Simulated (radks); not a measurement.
All-electron atom: Ni9+ in [Ne] 3s2 3p5.5 3d1.5 (fractional occupations, a model configuration). Calculated with a radial shooting solver on a logarithmic mesh with Libxc functionals: Dirac Kohn-Sham, LDA (Slater exchange, Perdew-Wang correlation), spin-unpolarised, spherical densities, finite nucleus; open shells fill j = l - 1/2 first; Fermi nuclear charge, rms radius 3.7757 fm.

Spin-orbit splittings of the eigenvalues, e(l+1/2) - e(l-1/2), with zeta = 2 splitting/(2l+1) and mean radii in bohr:

\begin{tabular}{lrrrrr}
shell & occ. & splitting (eV) & zeta (eV) & <r> j=l-1/2 & <r> j=l+1/2 \\ \hline
2p & 6 & 17.46 & 11.64 & 0.2129 & 0.2161 \\
3p & 5.5 & 2.875 & 1.916 & 0.6833 & 0.6899 \\
3d & 1.5 & 0.4595 & 0.1838 & 0.6688 & 0.6706 \\
\end{tabular}
